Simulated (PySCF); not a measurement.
`C[C@@H]1C[P@@]1(=O)C1CC1`, C$_{6}$H$_{11}$OP

Geometry:
```
atom   x (Å)   y (Å)   z (Å)
  C1   2.695  -0.267  -0.893
  C2   1.273   0.174  -0.665
  C3   0.948   0.846   0.713
  P4   0.235  -0.798   0.467
  O5   0.742  -1.974   1.188
  C6  -1.538  -0.780   0.085
  C7  -2.201   0.442  -0.465
  C8  -2.442   0.051   0.953
  H9   2.784  -0.804  -1.835
 H10   3.369   0.590  -0.919
 H11   3.003  -0.932  -0.087
 H12   0.818   0.670  -1.514
 H13   0.377   1.762   0.680
 H14   1.783   0.894   1.401
 H15  -1.882  -1.758  -0.230
 H16  -2.994   0.298  -1.183
 H17  -1.594   1.312  -0.662
 H18  -1.983   0.643   1.732
 H19  -3.403  -0.359   1.225
```

Computed, not measured: PySCF 2.14.0, TDDFT B3LYP/def2-SVPD circular dichroism and optical rotation, one conformer, gas phase. Geometry: GFN2-xTB.

The molecule is flexible and this is one conformer; a measurement averages over conformers. States above about 6.7 eV (minus the energy of the highest occupied orbital) lie near or above the ionisation threshold and depend on the basis.

Assign R or S to each stereocentre.

C2 R, P4 R.

Which excitations and rotatory strengths does the calculation give?

Rotatory strengths R in 10⁻⁴⁰ esu² cm², velocity form and length form (origin at the centre of mass); f in length form.
| state | E (eV) | λ (nm) | f | R (velocity) | R (length) | main |
| --- | --- | --- | --- | --- | --- | --- |
| 1 | 5.85 | 212 | 0.008 | -6.5 | -5.0 | HOMO→LUMO 0.85, HOMO→LUMO+1 0.10 |
| 2 | 6.35 | 195 | 0.021 | +30.7 | +30.2 | HOMO→LUMO+1 0.75, HOMO→LUMO 0.13 |
| 3 | 6.52 | 190 | 0.013 | -10.5 | -10.0 | HOMO→LUMO+2 0.84 |
| 4 | 6.64 | 187 | 0.0003 | -4.7 | -5.1 | HOMO→LUMO+3 0.83, HOMO→LUMO+2 0.09 |
| 5 | 6.71 | 185 | 0.017 | -11.8 | -12.2 | HOMO−1→LUMO 0.63, HOMO→LUMO+4 0.13 |
| 6 | 6.98 | 178 | 0.090 | -2.5 | -2.6 | HOMO→LUMO+4 0.55, HOMO→LUMO+5 0.19 |
| 7 | 7.04 | 176 | 0.010 | +25.6 | +23.3 | HOMO−1→LUMO+1 0.49, HOMO−1→LUMO 0.17 |
| 8 | 7.05 | 176 | 0.013 | +19.1 | +18.5 | HOMO→LUMO+5 0.62, HOMO−1→LUMO+1 0.13 |

Among the states computed, the strongest CD band (largest |R|) is state 2. The largest dissymmetry factor in size, g = 4R/(D+G), with D and G the electric and magnetic dipole strengths, is -0.23 for state 4 (velocity form, f = 0.0002), among bands with |R| over 0.5. The mirror image has the same energies and oscillator strengths and all R with the opposite sign.
